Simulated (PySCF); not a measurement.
**Polarisability and C₆ of Se²⁺ (selenium, charge +2)**

[Ar] 3d10 4s2 4p2, high-spin 3P determinant. Calculation: PySCF 2.14, in ANO-RCC-VTZP (6s5p3d1f, 43 functions); the spin-free X2C one-electron Hamiltonian (Gaussian nucleus). Coupled (time-dependent) response in atomic units; α is the mean over directions. The basis has no added diffuse functions, which lowers α and C₆.

```json
{"method": "UHF", "mean α (bohr³)": "9.597", "α xx, yy, zz": "9.633, 9.580, 9.580", "C₆ (like pair)": "44.49", "S(−4)": "25.40"}
{"method": "PBE", "mean α (bohr³)": "9.268", "α xx, yy, zz": "9.136, 9.335, 9.335", "C₆ (like pair)": "42.49", "S(−4)": "22.84"}
{"method": "PBE0", "mean α (bohr³)": "9.305", "α xx, yy, zz": "9.239, 9.339, 9.339", "C₆ (like pair)": "42.71", "S(−4)": "23.09"}
{"method": "TPSSh", "mean α (bohr³)": "9.364", "α xx, yy, zz": "9.293, 9.399, 9.399", "C₆ (like pair)": "43.34", "S(−4)": "23.28"}
{"method": "BP86", "mean α (bohr³)": "9.343", "α xx, yy, zz": "9.129, 9.450, 9.450", "C₆ (like pair)": "42.86", "S(−4)": "23.43"}
```

S(−4) is the Cauchy moment in α(ω) = α(0) + S(−4) ω² + …

Spin-orbit coupling is absent.

α(iu) at PBE0:

```json
{"u (hartree)": "0", "α(iu) (bohr³)": "9.305"}
{"u (hartree)": "0.0500", "α(iu) (bohr³)": "9.248"}
{"u (hartree)": "0.100", "α(iu) (bohr³)": "9.080"}
{"u (hartree)": "0.200", "α(iu) (bohr³)": "8.470"}
{"u (hartree)": "0.300", "α(iu) (bohr³)": "7.626"}
{"u (hartree)": "0.500", "α(iu) (bohr³)": "5.813"}
{"u (hartree)": "0.750", "α(iu) (bohr³)": "4.015"}
{"u (hartree)": "1.00", "α(iu) (bohr³)": "2.840"}
{"u (hartree)": "1.50", "α(iu) (bohr³)": "1.595"}
{"u (hartree)": "2.00", "α(iu) (bohr³)": "1.018"}
{"u (hartree)": "3.00", "α(iu) (bohr³)": "0.5229"}
{"u (hartree)": "5.00", "α(iu) (bohr³)": "0.2153"}
```

For an ion, C₆ is the dispersion term alone; charge-induced terms of lower order in 1/R come first.

The components differ because the open shell of this determinant is not spherical; for a pure term their mean is the scalar polarisability.
